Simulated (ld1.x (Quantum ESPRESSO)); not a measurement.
**Which change was made? (Te, TM)**

```json
{
  "Element": "tellurium",
  "Generator": "ld1.x (Quantum ESPRESSO) 7.5",
  "Type": "norm-conserving Troullier–Martins (Kleinman–Bylander form)",
  "Functional": "LDA (PZ)",
  "Relativity": "fully relativistic",
  "Frozen core": "[Kr] 4d10",
  "Valence charge": "6",
  "Reference configuration": "5s2 5p4",
  "Partial waves": "5p (bound): rc 2.40 bohr; 5s (bound): rc 1.80 bohr",
  "Local potential": "the s channel",
  "Core correction": "a·sin(br)/r model core inside 1.25 bohr"
}
```

Open shells are filled in proportion to 2j + 1 (rel_dist='average').

Cutoffs, loose and tight: the cutoffs (Ry, on a coarse ladder) from which the occupation-weighted sum of valence levels, in a spherical-Bessel basis at the reference potential, stays within 10 and 1 mRy of its value at 400 Ry. They do not see the model core or the augmentation charge, which bear on the density cutoff. Test errors are all-electron minus pseudo excitation energies from the reference, over the configurations 5s2 5p3; 5s2 5p2; 5s2 5p1; 5s1 5p5; 5s2 5p4.3; 5s1 5p4; 5s2 5p0; variants that change the core or the reference have their own tests.

The base gives: outcome: generated; cutoff, loose: 30 Ry; cutoff, tight: 40 Ry; bound ghosts: none; largest test error (meV): -208.

(1) After one change the result is: outcome: generated; cutoff, loose: 30 Ry; cutoff, tight: 40 Ry; bound ghosts: none; largest test error (meV): -87. Which change was it?
A. core correction a·sin(br)/r model core inside 2.10 bohr
B. core correction a·sin(br)/r model core inside 2.00 bohr
C. core correction none

Answers

(1) A. The others give: core correction a·sin(br)/r model core inside 2.00 bohr → outcome: generated; cutoff, loose: 30 Ry; cutoff, tight: 40 Ry; bound ghosts: none; largest test error (meV): -122 | core correction none → outcome: generated; cutoff, loose: 30 Ry; cutoff, tight: 40 Ry; bound ghosts: none; largest test error (meV): +244.
